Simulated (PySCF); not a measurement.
Molecule: SMILES C[SiH](C)CC[SiH](F)F. Atoms near the plane z = 0.0 Å, at the GFN2-xTB optimised geometry (x, y, z in Å): Si6 (0.1, -0.5, 0.0), C7 (-0.5, 1.3, 0.0), C8 (2.0, -0.5, 0.0), H11 (-2.4, -1.9, 0.7), H15 (-0.1, 1.9, -0.8), H16 (-1.6, 1.4, -0.1), H17 (-0.2, 1.9, 0.9), H18 (2.4, -1.5, 0.0), H19 (2.4, 0.0, -0.9), H20 (2.4, 0.1, 0.9).

Level of theory: B3LYP/def2-SVP run with PySCF. Cells within 0.4 Å of a nucleus heavier than hydrogen are left out (blank, or x). The values are rescaled to run from 0 to 1.

```
|33333333333333333333333333333|
|33333333333333333333333333333|
|33333333333333333333333333333|
|33333333333333333333333333333|
|33333333333333333333333333333|
|33333333333333333333333333333|
|33333333333333333333333333333|
|33333333333222233333333333333|
|33333333333211233333333333333|
|333333333332xx334443333333333|
|333333344444xx544444333333333|
|333334444445x7655444333333333|
|33334444444566665554432333333|
|33344444444455666665422223333|
|33344444443334456777411123333|
|33444444433223xx5789xx0123333|
|33444444433212xx5789xx0123333|
|33444444433100124577632233333|
|33444455443200013455543333333|
|33444455443211123344443333333|
|33444455443322223344443333333|
|33444444443333333334433333333|
|33444444443333333333333333333|
|33344444443333333333333333333|
|33334444443333333333333333333|
|33333333333333333333333333333|
|33333333333333333333333333333|
|33333333333333333333333333333|
|33333333333333333333333333333|
```
Scale: ten equal steps from 0.000 (start of '0') to 1.00 (end of '9'), in the order '0123456789'; x runs from -4.50 to 4.50, y from -4.50 (bottom) to 4.50 (top).

Q: Which quantity is mapped?
(A) an orbital amplitude
(B) log10 of the electron density
(C) deformation density (molecule minus spherical neutral atoms)
(D) electron localisation function

A: A, an orbital amplitude. In full: HOMO amplitude (bohr^(-3/2)).
